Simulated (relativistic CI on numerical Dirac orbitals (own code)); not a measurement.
# What each ingredient does to the levels of Ar X

Base calculation: Dirac-Coulomb-Breit CI, separate exchange-only KLI orbitals for each configuration, QED by a radiative potential, unscaled Slater integrals.

CI space (outside the closed core 1s2): 2s²2p⁵, 2s2p⁶, 2s²2p⁴3s, 2s²2p⁴3p, 2p⁶3s, 2p⁶3p, 2s²2p⁴3d, 2p⁶3d, 2s2p⁵3s, 2s2p⁵3p, 2s²2p⁴4s, 2s2p⁵3d, 2s²2p⁴4p, 2s²2p⁴4d, 2s²2p⁴4f, 2s²2p³3s². Levels of other configurations are missing.

Variants: (1) P86 correlation estimate; (2) QED terms removed. Shifts of the energy above 2s²2p⁵ ²P°3/2, in cm⁻¹, for the lowest level and the first level of each name with at least 55 % of one term (blank where a level changes its place among those of its configuration and J or its character, or is not in the variant):

```
          Level     Base   Δ(1)  Δ(2)
  2s²2p⁵ ²P°3/2        0      0     0
  2s²2p⁵ ²P°1/2    18008      0   -48
    2s2p⁶ ²S1/2   616849  +2030  +794
 2s²2p⁴3s ⁴P5/2  2241882  +9235  -237
 2s²2p⁴3s ⁴P3/2  2251973  +9235  -258
 2s²2p⁴3s ⁴P1/2  2258491  +9236  -278
 2s²2p⁴3s ²P3/2  2270270  +9231  -251
 2s²2p⁴3s ²P1/2  2281948  +9231  -274
 2s²2p⁴3s ²D5/2  2323536  +9231  -264
 2s²2p⁴3s ²D3/2  2323938  +9231  -266
2s²2p⁴3p ⁴P°5/2  2372893  +9985   -63
2s²2p⁴3p ⁴P°3/2  2375067  +9984   -63
2s²2p⁴3p ⁴P°1/2  2380631  +9985   -82
2s²2p⁴3p ⁴D°7/2  2390257  +9971   -68
```

At this charge energies of transitions that change n are usually good to better than 1 %, and those within a shell (Δn = 0) to a few per cent.

Ionisation energy from the two ground configurations alone: base 478.067 eV; P86 correlation estimate 479.566 eV. The NIST ASD value (semi-empirical) is 479.76 eV.

LS names give the leading component of a level, which can be under half, so a name can repeat, a term be missing and a line seem to break the LS rules.
